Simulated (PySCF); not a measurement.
# Hartree-Fock beside MP2: BClGeH2N cation

Calculated results; nothing here was measured. They come from PySCF 2.14.0, an open-source quantum chemistry program, on an isolated molecule that a program drew, which may never have been made. The molecule is BClGeH2N cation (charge +1, singlet), drawn as the SMILES string `N=[B][GeH+][Cl]`.

The geometry was optimised and harmonic frequencies were computed with HF and MP2, all in the cc-pV(D+d)Z basis, for the commonest isotopes, with a restricted reference for singlets and an unrestricted one otherwise, and a frozen core in MP2. Germanium has the cc-pVDZ-PP basis, with a core potential (ECP10MDF) in place of its 10 inner electrons, and its 3s, 3p and 3d shells are frozen in MP2. Each result is a local minimum of its method.

Geometry at the HF minimum:
```xyz
6
BClGeH2N cation, angstrom
N    -0.6023   -1.2850   -0.7337
B    -0.3508   -0.5676    0.2100
Ge    0.1042    0.6045    1.7797
Cl   -1.3028    1.9617    2.4277
H    -0.8150   -1.8697   -1.5079
H     1.3909    0.6114    2.5659
```

Lengths of the bonds as drawn, in Å (atoms numbered as above):
| bond | HF | MP2 |
|---|---|---|
| N1-B2 | 1.212 | 1.252 |
| B2-Ge3 | 2.011 | 1.988 |
| Ge3-Cl4 | 2.060 | 2.070 |
| N1-H5 | 0.993 | 1.012 |
| Ge3-H6 | 1.508 | 1.519 |

Rotational constants, in GHz:
```
constant,HF,MP2
A,9.432,9.343
B,1.892,1.88
C,1.576,1.565
```

Harmonic frequencies in cm^-1, each column in rising order, so a row needn't be the same motion in every method:
| rank | HF | MP2 |
|---|---|---|
| 1 | 97 | 87 |
| 2 | 207 | 174 |
| 3 | 322 | 284 |
| 4 | 458 | 458 |
| 5 | 537 | 504 |
| 6 | 541 | 529 |
| 7 | 694 | 610 |
| 8 | 749 | 645 |
| 9 | 777 | 738 |
| 10 | 2158 | ? |
| 11 | 2357 | 2279 |
| 12 | 3989 | 3752 |

**Estimate the missing MP2 frequency from the HF column.**

A single factor s that minimises the squared misfit of MP2 against s times HF over the other rows is sum(HF x MP2) / sum(HF^2) = 0.9443, with an rms misfit of 31 cm^-1. For rank 10 it gives 0.9443 x 2158 = 2038 cm^-1. The calculation gives 1886 cm^-1, 152 cm^-1 below the estimate. The drawn bonds are on average 1.1 % longer in MP2 than in HF.
